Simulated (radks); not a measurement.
Task: These are the eigenvalues of the occupied orbitals of an atom or ion with whole-number occupations (hartree). All-electron calculation, Dirac Kohn-Sham, BLYP, spin-unpolarised, spherical densities, point nucleus. Program: a radial shooting solver on a logarithmic mesh with Libxc functionals.

1s1/2: -490.8615
2s1/2: -65.21009
2p1/2: -58.88196
2p3/2: -57.13548
3s1/2: -10.11512
3p1/2: -7.91322
3p3/2: -7.65530
3d3/2: -3.83860
3d5/2: -3.79646
4s1/2: -1.64595
4p1/2: -1.13311
4p3/2: -1.10583

Which element is it, and in what charge state? The configuration may be excited. Open shells, if any, fill j = l - 1/2 first.

Result: Z = 35, bromine, charge +2: Br2+ in [Ar] 3d9 4s2 4p4. The list shows which subshells hold electrons but not how many an open one holds; the 1s level, -490.86 hartree, gives Z - s = 31.3 by -(Z - s)^2/2, which with screening and relativity narrows Z to a few neighbours, and the depths of the outer levels then fix element, charge and occupations together.
